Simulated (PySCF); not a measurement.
How methods differ on the excitation energy of B²⁺

B²⁺ [He] 2s1 (2S) → B²⁺ [He] 2p1 (2P), as a difference of total energies. Computed with PySCF 2.14 in aug-cc-pVDZ, with the non-relativistic Hamiltonian (point nucleus). The calculations carry no spin-orbit coupling.

```tsv
method	excitation energy (eV)
UHF	6.089
LDA	5.408
PBE	5.348
PBE0	5.538
r2SCAN	5.439
M06-L	4.797
B3LYP	5.432
LC-wPBE	5.566
```
